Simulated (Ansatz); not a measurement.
Computed with Ansatz on PBE0-D4/def2-TZVP structures; ΔE is electronic, products minus reactants. CCSD(T)/CBS is the MP2 limit (def2-TZVPP, def2-QZVPP) plus CCSD(T) − MP2 in def2-TZVPP, frozen cores. DFT in def2-TZVPP. Elements past krypton have def2 core potentials. For V, Y outer-core shells are correlated without core-valence functions, which leaves a few kJ/mol of doubt a bond. Scalar relativity is left out up to krypton. One conformer a species, not always the lowest.

`[F][Y]([F])[Cl]` + `[NH2][V]([NH2])(=[O])[OH]` → `[NH2][Y]([F])[F]` + `[NH2][V](=[O])([OH])[Cl]`  (redistribution)

`[F][Y]([F])[Cl]`:

Z-matrix (Å, degrees):
```
Y
F 1 1.982
Cl 1 2.466 2 121.2
F 1 1.982 2 117.5 3 179.8
```

`[NH2][V]([NH2])(=[O])[OH]`:

```xyz
10

N     1.554    0.540    0.217
V    -0.056   -0.335    0.215
N    -1.017   -0.014   -1.312
O     0.264   -1.856    0.227
O    -1.008    0.219    1.615
H     1.647    1.545    0.210
H     2.447    0.082    0.128
H    -1.185   -0.701   -2.030
H    -1.357    0.899   -1.580
H    -1.289   -0.380    2.310
```

`[NH2][Y]([F])[F]`:

```xyz
6

N     0.549    0.932   -0.465
Y    -0.444   -0.757    0.377
F    -0.434   -0.958    2.373
F    -1.335   -2.046   -0.876
H     0.626    1.165   -1.448
H     1.038    1.664    0.038
```

`[NH2][V](=[O])([OH])[Cl]`:

```xyz
8

N     0.494   -0.405    1.135
V     0.194    0.066   -0.584
O     1.064   -0.887   -1.437
O    -1.495   -0.133   -1.058
Cl    0.767    2.149   -0.838
H     0.055    0.049    1.925
H     1.117   -1.145    1.421
H    -2.195    0.305   -0.564
```

| level | ΔE (kJ/mol) |
| --- | --- |
| CAM-B3LYP-D4 | 64.6 |
| RPA@PBE/def2-TZVPP | 54.4 |
| HF/def2-TZVPP | 83.1 |
| CCSD/def2-TZVPP | 63.1 |

(1) What does CCSD(T)/CBS give? (Estimate.)

Largest T1 diagnostic among the species: 0.033, so the coupled-cluster value is less sure than usual.

## Answers

(1) The calculation gave: +65.8 kJ/mol. The listed levels differ from it by -1.2, -11.4, 17.3, -2.7 kJ/mol.

From r2SCAN to r2SCAN0 (25 % exact exchange), in def2-TZVPP and without D4, ΔE moves by +5.7 kJ/mol. Leaving LDA and LC-ωPBE aside and taking each functional with its dispersion term where it has one, the values, not all of them listed here, spread over 18.1 kJ/mol, from B2PLYP to BHLYP-D4. At CCSD(T), def2-SVP lies −5.6 kJ/mol from the extrapolated value and def2-TZVPP −7.4 kJ/mol.
